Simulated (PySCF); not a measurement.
Xe (xenon, neutral) across methods

[Kr] 4d10 5s1 5p6 6p1, 5s spin antiparallel (an excited configuration). Computed with PySCF 2.14 in aug-cc-pwCVTZ-PP with ECP28MDF, with a scalar-relativistic core potential.

```tsv
method	E (hartree)	mean ε 5p β (eV)	mean ε 5p α (eV)	mean ε 6p α (eV)	Σ⟨r²⟩ (bohr²)	⟨S²⟩
revPBE	-328.5866	-13.078	-12.387	-0.782	88.51	1.001
PBE0	-328.5286	-14.566	-13.415	-1.042	88.49	1.002
PBE	-328.5263	-13.089	-12.432	-0.762	88.33	1.001
PBEsol	-328.2222	-13.098	-12.455	-0.709	88.11	1.001
LDA	-328.0898	-13.177	-12.616	-0.667	87.67	1.001
wB97X-V	-328.4786	-16.896	-15.646	-1.774	88.20	1.002
B97-3	-328.5762	-14.613	-13.383	-0.944	88.47	1.002
UHF	-327.38571	-18.037	-15.127	-1.527	89.82	1.012
r2SCAN	-328.6434	-13.628	-12.665	-0.696	88.51	1.002
```

Energies and moments cover only the electrons outside the core potential. The outer electron is Rydberg-like, and this basis confines it to a smaller radius and binds it less than a complete one would. With the s spin flipped the determinant is a mixture of two multiplicities, not a spectroscopic state.
